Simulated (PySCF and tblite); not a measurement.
Values are calculated unless marked as measured or tabulated.
C4H7FO2, numbered as in [F:1][CH:2]1[CH2:3][O:4][CH2:5][O:6][CH2:7]1.

Geometries PBE0-D3(BJ)/def2-SVP; weights from PBE0-D3(BJ)/def2-TZVP energies and GFN2-xTB thermal corrections, with symmetry numbers and mirror pairs. Conformers within 4 kcal/mol (GFN2-xTB free energy) were kept, 7 at most. GIAO shieldings: PBE0/pcSseg-1. Shifts are against TMS (¹H), TMS (¹³C), CFCl3 (¹⁹F) at the same level; of two unlike H on one atom, a is the less shielded. Programs: PySCF with density fitting and tblite.

Question: Predict the averaged NMR shifts at 298.15 K.

Answer: ¹H: 4.70 (H5a, 1H), 4.55 (H5b, 1H), 4.04 (H2, 1H), 3.87 (H3a/H7a, 2H), 3.58 (H3b/H7b, 2H) ppm. ¹³C: 94.4 (C5), 82.4 (C2), 70.6 (C3/C7) ppm. ¹⁹F: -220.7 (F1) ppm.

Question: How do the conformers differ?

Answer: The 6-ring runs over atoms 2–3–4–5–6–7. Of a mirror pair one member is shown.
```
conformer                                                          shape  weight %
        1                     6-ring chair (all substituents equatorial)      57.9
        2                                        6-ring chair (F1 axial)      41.9
        3  6-ring twist-boat (ring torsions 66, -35, -32, 69, -34, -28°)       0.3
```

| signal | 1 | 2 | 3 | average |
| --- | --- | --- | --- | --- |
| H2 | 4.26 | 3.72 | 4.54 | 4.04 |
| H3a/H7a | 4.20 | 3.42 | 3.74 | 3.87 |
| H3b/H7b | 3.13 | 4.20 | 3.75 | 3.58 |
| H5a | 4.87 | 4.47 | 4.83 | 4.70 |
| H5b | 4.21 | 5.00 | 5.05 | 4.55 |
| C2 | 80.3 | 85.1 | 89.8 | 82.4 |
| C3/C7 | 71.0 | 70.2 | 65.8 | 70.6 |
| C5 | 94.3 | 94.5 | 94.1 | 94.4 |
| F1 | -229.4 | -208.7 | -205.0 | -220.7 |

Question: Which signal moves most, for its nucleus, between 220 and 380 K through the change of populations alone?

Answer: H3b/H7b: 3.54 ppm at 220 K, 3.56 ppm at 260 K, 3.58 ppm at 298.15 K, 3.59 ppm at 340 K, 3.60 ppm at 380 K.

Unscaled ¹⁹F shifts at such levels can be off by tens of ppm; differences between conformers or isomers are more reliable. Shifts are unscaled: against experiment ¹³C can be off by 15 ppm or more and ¹H by 0.8 ppm.
